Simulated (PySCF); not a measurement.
PySCF job for H₄OSe₂Si, SMILES [Se]([SeH])O[SiH3], TDDFT-PBE/def2-SVPD. Geometry optimised at PBE0-D3(BJ)/def2-SVP. This is a generated structure with no PubChem entry under its InChIKey; it may be hypothetical. One conformer was computed; it need not be the lowest.

```python
import numpy as np
from pyscf import gto, scf, dft, tdscf

mol = gto.M(
    atom='''
    Se   -0.42096385    0.33950473    0.86373381
    Se    1.13311501    1.05908924   -0.67248911
    H     2.33003288    0.88029020    0.17617561
    O    -0.43085356   -1.46075278    0.64195975
    Si   -1.31478160   -2.12452681   -0.63129597
    H    -2.76143212   -1.77388160   -0.50813605
    H    -1.12646930   -3.59763164   -0.52389768
    H    -0.80150041   -1.63157449   -1.94399640
    ''',
    basis='def2-SVPD',
    charge=0,
    spin=0,
    max_memory=1600,
    verbose=4,
)
mf = dft.RKS(mol, xc='pbe').density_fit(auxbasis='def2-universal-jkfit')
mf.grids.level = 3
mf.conv_tol = 1e-9
mf.max_cycle = 100
mf.kernel()
mf.grids = dft.Grids(mol).set(level=1).build(with_non0tab=True)  # coarser grid for the response kernel
td = tdscf.TDDFT(mf)
td.singlet = True
td.nstates = 10
td.conv_tol = 1e-4
td.positive_eig_threshold = 1e-6
td.kernel(x0=td.get_init_guess(mf, 15))
td.analyze()
tt = tdscf.TDA(mf)
tt.singlet = False
tt.nstates = 4
tt.conv_tol = 1e-4
tt.positive_eig_threshold = 1e-6
tt.kernel(x0=tt.get_init_guess(mf, 9))
tt.analyze(verbose=3)
```

It prints:

```
PySCF version 2.14.0

[INPUT] verbose = 4
[INPUT] num. atoms = 8
[INPUT] num. electrons = 94
[INPUT] charge = 0
[INPUT] spin (= nelec alpha-beta = 2S) = 0
[INPUT] symmetry False subgroup None
[INPUT] Mole.unit = angstrom
[INPUT] Symbol           X                Y                Z      unit          X                Y                Z       unit  Magmom
[INPUT]  1 Se    -0.420963850000   0.339504730000   0.863733810000 AA   -0.795506384842   0.641570957694   1.632220345427 Bohr   0.0
[INPUT]  2 Se     1.133115010000   1.059089240000  -0.672489110000 AA    2.141277036534   2.001388605074  -1.270820239653 Bohr   0.0
[INPUT]  3 H      2.330032880000   0.880290200000   0.176175610000 AA    4.403124004432   1.663507388139   0.332923652728 Bohr   0.0
[INPUT]  4 O     -0.430853560000  -1.460752780000   0.641959750000 AA   -0.814195228194  -2.760422689897   1.213128110494 Bohr   0.0
[INPUT]  5 Si    -1.314781600000  -2.124526810000  -0.631295970000 AA   -2.484577137617  -4.014773815196  -1.192976486842 Bohr   0.0
[INPUT]  6 H     -2.761432120000  -1.773881600000  -0.508136050000 AA   -5.218350418377  -3.352150401405  -0.960237968518 Bohr   0.0
[INPUT]  7 H     -1.126469300000  -3.597631640000  -0.523897680000 AA   -2.128718464731  -6.798538496670  -0.990023132495 Bohr   0.0
[INPUT]  8 H     -0.801500410000  -1.631574490000  -1.943996400000 AA   -1.514616263627  -3.083228937927  -3.673620783140 Bohr   0.0

nuclear repulsion = 639.798155085315
number of shells = 65
number of NR pGTOs = 281
number of NR cGTOs = 161
basis = def2-SVPD
ecp = {}


[settings echo left out]
init E= -5167.02513670513
  HOMO = -0.247001847699991  LUMO = -0.1240545397333  gap/eV = 3.34557
cycle= 1 E= -5168.44936645738  delta_E= -1.42  |g|= 0.825  |ddm|= 3.45
  HOMO = -0.113898091481227  LUMO = -0.0634439224841872  gap/eV = 1.37293
cycle= 2 E= -5166.20889867149  delta_E= 2.24  |g|= 2.97  |ddm|= 3.67
  HOMO = -0.205875619301599  LUMO = -0.0895565117801471  gap/eV = 3.16520
cycle= 3 E= -5168.54104853738  delta_E= -2.33  |g|= 0.302  |ddm|= 3.41
  HOMO = -0.198925681984775  LUMO = -0.0946145914006888  gap/eV = 2.83845
cycle= 4 E= -5168.54781828822  delta_E= -0.00677  |g|= 0.277  |ddm|= 0.893
  HOMO = -0.218544364974139  LUMO = -0.0955801561472502  gap/eV = 3.34603
cycle= 5 E= -5168.57094691309  delta_E= -0.0231  |g|= 0.105  |ddm|= 0.504
  HOMO = -0.210432943101516  LUMO = -0.0926139458104309  gap/eV = 3.20602
cycle= 6 E= -5168.57395183893  delta_E= -0.003  |g|= 0.0212  |ddm|= 0.148
  HOMO = -0.211502055259289  LUMO = -0.0930073407591916  gap/eV = 3.22441
cycle= 7 E= -5168.57407380153  delta_E= -0.000122  |g|= 0.00687  |ddm|= 0.0313
  HOMO = -0.211029613010766  LUMO = -0.0925404682451907  gap/eV = 3.22425
cycle= 8 E= -5168.57408525263  delta_E= -1.15e-05  |g|= 0.00187  |ddm|= 0.00961
  HOMO = -0.211225564996022  LUMO = -0.092719391700375  gap/eV = 3.22472
cycle= 9 E= -5168.57408616964  delta_E= -9.17e-07  |g|= 0.000494  |ddm|= 0.00293
  HOMO = -0.211234369678828  LUMO = -0.0927097605975371  gap/eV = 3.22522
cycle= 10 E= -5168.57408623382  delta_E= -6.42e-08  |g|= 0.000147  |ddm|= 0.000825
  HOMO = -0.211221142885553  LUMO = -0.0926988865965654  gap/eV = 3.22515
cycle= 11 E= -5168.57408624167  delta_E= -7.84e-09  |g|= 2.77e-05  |ddm|= 0.000285
  HOMO = -0.211222217993563  LUMO = -0.092700628381178  gap/eV = 3.22514
cycle= 12 E= -5168.5740862419  delta_E= -2.3e-10  |g|= 8.71e-06  |ddm|= 4.66e-05
  HOMO = -0.211222717281745  LUMO = -0.0927001284435311  gap/eV = 3.22516
Extra cycle  E= -5168.5740862418  delta_E= 9.73e-11  |g|= 1.92e-05  |ddm|= 4.35e-05
converged SCF energy = -5168.5740862418
tot grids = 36144
Overwritten attributes  positive_eig_threshold  of <class 'pyscf.tdscf.rks.CasidaTDDFT'>


******** <class 'pyscf.tdscf.rks.CasidaTDDFT'> for <class 'pyscf.df.df_jk.DFRKS'> ********
nstates = 10 singlet
deg_eia_thresh = 1.000e-03
wfnsym = None
conv_tol = 0.0001
eigh lindep = 1e-12
eigh level_shift = 0
eigh max_cycle = 100


Excitation energies (eV)
[3.51730174 3.70289829 4.34452759 4.51605968 4.7296432  5.06837004
 5.26224201 5.54870657 5.58418941 5.70104851]

** Singlet excitation energies and oscillator strengths **
Excited State   1:      3.51730 eV    352.50 nm  f=0.0033
      47 -> 48       -0.65467
      47 -> 49        0.26332
Excited State   2:      3.70290 eV    334.83 nm  f=0.0003
      47 -> 48        0.26227
      47 -> 49        0.65501
Excited State   3:      4.34453 eV    285.38 nm  f=0.0046
      46 -> 48        0.66645
      46 -> 49       -0.23006
Excited State   4:      4.51606 eV    274.54 nm  f=0.0137
      45 -> 48        0.27100
      46 -> 48       -0.19915
      46 -> 49       -0.59670
      47 -> 50        0.13064
Excited State   5:      4.72964 eV    262.14 nm  f=0.0042
      45 -> 48       -0.16866
      47 -> 50        0.67871
Excited State   6:      5.06837 eV    244.62 nm  f=0.0178
      45 -> 48       -0.43030
      45 -> 49       -0.53487
Excited State   7:      5.26224 eV    235.61 nm  f=0.0975
      43 -> 48       -0.21734
      43 -> 49        0.10288
      45 -> 48       -0.40201
      45 -> 49        0.42077
      46 -> 49       -0.21544
      47 -> 51        0.14994
Excited State   8:      5.54871 eV    223.45 nm  f=0.0166
      47 -> 51        0.68326
Excited State   9:      5.58419 eV    222.03 nm  f=0.0218
      46 -> 50        0.70116
Excited State  10:      5.70105 eV    217.48 nm  f=0.0127
      44 -> 48       -0.67060
      44 -> 49        0.20155

** Transition electric dipole moments (AU) **
state          X           Y           Z        Dip. S.      Osc.
  1        -0.0913      0.0403     -0.1692      0.0386      0.0033
  2         0.0482     -0.0321     -0.0140      0.0036      0.0003
  3         0.0128     -0.1798     -0.1018      0.0429      0.0046
  4         0.2395      0.2367     -0.1039      0.1242      0.0137
  5        -0.0876     -0.0479      0.1608      0.0358      0.0042
  6         0.2914      0.1188     -0.2102      0.1432      0.0178
  7         0.6001      0.5556     -0.2952      0.7559      0.0975
  8        -0.3271     -0.0894      0.0830      0.1219      0.0166
  9        -0.0485      0.3731      0.1344      0.1596      0.0218
 10         0.1033      0.2578      0.1164      0.0907      0.0127

** Transition velocity dipole moments (imaginary part, AU) **
state          X           Y           Z        Dip. S.      Osc.
  1        -0.0106      0.0064     -0.0239      0.0007      0.0037
  2         0.0096     -0.0061      0.0010      0.0001      0.0006
  3         0.0025     -0.0295     -0.0170      0.0012      0.0049
  4         0.0384      0.0405     -0.0160      0.0034      0.0135
  5        -0.0176     -0.0091      0.0253      0.0010      0.0040
  6         0.0528      0.0200     -0.0379      0.0046      0.0166
  7         0.1193      0.1090     -0.0572      0.0294      0.1013
  8        -0.0690     -0.0156      0.0177      0.0053      0.0174
  9        -0.0103      0.0779      0.0279      0.0069      0.0226
 10         0.0223      0.0538      0.0246      0.0040      0.0127

** Transition magnetic dipole moments (imaginary part, AU) **
state          X           Y           Z
  1        -0.0838     -0.2563     -0.0729
  2         0.7743      0.1024     -0.6568
  3        -0.3553      0.1045     -0.3833
  4         0.2125     -0.2800      0.1485
  5        -0.0468     -0.8219     -0.1415
  6        -0.1438     -0.0859     -0.0515
  7         0.8145      0.1636      0.3416
  8        -0.0005     -0.1647     -0.3177
  9        -0.1497      0.2471     -0.5499
 10         0.2550      0.0118     -0.0654
Overwritten attributes  positive_eig_threshold  of <class 'pyscf.tdscf.rks.TDA'>


******** <class 'pyscf.tdscf.rks.TDA'> for <class 'pyscf.df.df_jk.DFRKS'> ********
nstates = 4 triplet
deg_eia_thresh = 1.000e-03
wfnsym = None
conv_tol = 0.0001
eigh lindep = 1e-12
eigh level_shift = 0
eigh max_cycle = 100


Excitation energies (eV)
[2.923862   3.0855903  3.7593802  4.00126254]

** Triplet excitation energies and oscillator strengths **
Excited State   1:      2.92386 eV    424.04 nm  f=0.0000
Excited State   2:      3.08559 eV    401.82 nm  f=0.0000
Excited State   3:      3.75938 eV    329.80 nm  f=0.0000
Excited State   4:      4.00126 eV    309.86 nm  f=0.0000
```

Self-consistency was reached.
